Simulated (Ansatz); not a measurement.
Ansatz (a first-principles code) input (B3LYP/def2-TZVP):

Ansatz 0.2 input:
```yaml
crystal:
  periodic: [false, false, false]
  atoms:
    - {symbol: Lu, position_ang: [-0.00000000, -0.00000000, -0.21590825]}
    - {symbol: F, position_ang: [0.00000000, 0.00000000, 1.70327618]}
basis:
  gaussian:
    orbitals: def2-TZVP
hamiltonian:
  xc: {name: B3LYP}
total_charge: 1
magnetization: {spin_polarized: true, initial_magnetization: 1}
```

Output:

```
Functional definition: B3LYP
integrals: 0.06 GiB planned
995 factors; their error is unknown
mean field: 0.72 GiB planned
mean field evaluation 1: about -36331.7136 eV, gradient 8.7e1 eV
mean field evaluation 2: about -35982.6593 eV, gradient 2.1e2 eV
mean field evaluation 4: about -36347.2065 eV, gradient 6.0e1 eV
mean field evaluation 8: about -36353.6033 eV, gradient 2.1e-1 eV
mean field evaluation 16: about -36353.7017 eV, gradient 2.6e-4 eV
mean field -36353.70168077 eV, -1335.9738953443 hartree, gradient 9.4e-6 eV, S^2 0.750249; 1 other end points of the search recorded, 0 dependent functions left out
reference -36353.70187599 eV, -1335.9739025186 hartree; 26, 25 occupied and 101, 102 virtual orbitals, 995 factors
Total energy: -36353.70187599 eV, -1335.9739025186 hartree
```

This state (charge 1, doublet) is run at the relaxed geometry of the species with charge 0 and multiplicity 1.
